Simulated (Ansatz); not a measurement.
`C[SiH2][AsH2]` + H₂O → `O[SiH2][AsH2]` + CH₄ at 400 K and 1 bar (formal hydrolysis of the Si–C bond).

Gas-phase electronic energies from Ansatz, PBE0-D4/def2-TZVP geometries. CCSD(T)/CBS is the MP2 limit (def2-TZVPP, def2-QZVPP) plus CCSD(T) − MP2 in def2-TZVPP, frozen cores. This one scheme is used for every species. For As outer-core shells are correlated without core-valence functions, which leaves a few kJ/mol of doubt a bond. Scalar relativity is left out up to krypton. Each species was taken in one conformer, which may not be the lowest.

```csv
species,CCSD(T)/CBS energy (Eh),H − E (kJ/mol),S (J/(mol·K))
`C[SiH2][AsH2]`,-2566.35921,212.7,363.9
H₂O,-76.37941,69.8,198.6
`O[SiH2][AsH2]`,-2602.30953,151.3,355.3
CH₄,-40.46206,131.3,197.2
```

H − E and S are ideal-gas, rigid-rotor, harmonic terms from PBE0-D4/def2-TZVP, for one conformer and one mirror image of each species. 1 Eh = 2625.50 kJ/mol, R = 8.31446 J/(mol·K).

By hand: ΔE, ΔH, ΔS and ΔG.

ΔE = (-2602.30953) + (-40.46206) − (-2566.35921) − (-76.37941) = -0.03297 Eh = -86.6 kJ/mol. Δ(H − E) = 151.3 + 131.3 − 212.7 − 69.8 = 0.1, so ΔH = -86.5 kJ/mol. ΔS = 355.3 + 197.2 − 363.9 − 198.6 = -10.0 J/(mol·K). ΔG = -86.5 − 400 × (-10.0)/1000 = -82.5 kJ/mol.

By hand: the equilibrium constant, and the temperature at which ΔG would vanish if ΔH and ΔS stayed fixed.

log₁₀ K = −ΔG/(RT ln 10) = 10.8. ΔG = 0 at ΔH/ΔS = 8650 K, far beyond where these terms or the molecules hold.

The number of gas molecules stays the same, so ΔS is small and ΔH decides. A doubt of 5 kJ/mol in ΔE shifts log₁₀ K by 0.7 here. Other conformers and mirror images would add mixing entropy, several J/(mol·K) or more a flexible species. These are equilibria of isolated gas molecules and say nothing of rates. Largest T1 diagnostic: 0.011 (customary marks: 0.02 for closed shells, 0.045 for open ones).
